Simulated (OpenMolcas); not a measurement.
# P2+: effect of the level shift or regulariser

```yaml
Program: OpenMolcas
Basis: ANO-RCC-VQZP [6s5p3d2f1g]
Scalar_Hamiltonian: DKH2, point nucleus
Active_space: 3 electrons in 9 orbitals (RAS2 3s 3p; RAS3 3d, at most 2 electrons)
State_averaging: 2S+1 = 4 odd, 1 root; 2S+1 = 2 odd, 11 roots; 2S+1 = 4 even, 3 roots; 2S+1 = 2 even, 9 roots
Spin-orbit_coupling: RASSI with atomic mean-field integrals over the reference wave functions, term energies averaged over their components
```

Methods on the same reference wave functions:
A. RASSCF
B. MS-RASPT2, IPEA 0.25 Eh, imaginary shift 0.1 Eh (closed shells correlated: 2s 2p)
C. MS-RASPT2, IPEA 0.25 Eh, sigma2 regulariser 0.3 Eh (closed shells correlated: 2s 2p)

Energies in cm-1 above 3s2 3p 2P* 1/2, the measured ground level; measured values from Martin, Zalubas and Musgrove, J. Phys. Chem. Ref. Data 14, 751 (1985).

```
         Level       A       B       C  Measured
3s2 3p 2P* 1/2     0.0     0.0     0.0       0.0
3s2 3p 2P* 3/2     480     482     482       559
 3s 3p2 4P 1/2   53570   56050   56050     56922
 3s 3p2 4P 3/2   53741   56220   56220     57126
 3s 3p2 4P 5/2   54021   56500   56500     57454
 3s 3p2 2D 3/2   74718   74530   74540          
 3s 3p2 2D 5/2   74731   74540   74560          
 3s 3p2 2S 1/2  102916  100490  100570    100200
 3s 3p2 2P 1/2  111846  110080  110080    109037
```

Deviations, from unrounded energies. A percentage is the sum of absolute deviations over the sum of measured energies, with the sign that they share, or ± where signs differ.

| Against measurement | Levels | A | B | C |
| --- | --- | --- | --- | --- |
| mean absolute deviation (cm-1) | 6 | 2600 | 690 | 700 |
| fine structure of the ground term (%) | 1 | -14.2 | -13.8 | -13.8 |
| other configurations (%) | 5 | ±4.1 | ±1.1 | ±1.1 |

B, C lie about equally close to measurement and A furthest from it. The largest miss of B in the table is 3s 3p2 2P 1/2, by +1000 cm-1. The ranking rests on the paired levels alone, and a cruder setting can come out closer through cancelling errors.

Between B and C the level of the table that moves most is 3s 3p2 2S 1/2, by 84 cm-1 (lowest in B, highest in C). Moves below CASPT2's spread within the term are not significant.

The lowest spin-free term lies below A's lowest term by 0.054 hartree in B, 0.054 hartree in C.

CASPT2 does not keep the components of a term degenerate, so their means are used; among the terms shown or strongly mixed into the levels shown the widest spread is 13 cm-1 (3s 3p2 2D, C). Active for correlation alone: 3d; no level in the range computed is led by a configuration that fills it, so any true level of that kind is missing. Some terms mix strongly with configurations of 3d, whose occupation reaches 0.21 (3s 3p2 2D). Computed and measured levels are paired by configuration, term and J; levels that our copy of the source lacks, or whose pairing is in doubt (as where it misses far off the trend of its configuration), stay unpaired and out of the deviations. Only configurations of the active space appear. The table leaves out levels that lie high or whose names do not pair safely across all columns.

* marks odd parity.
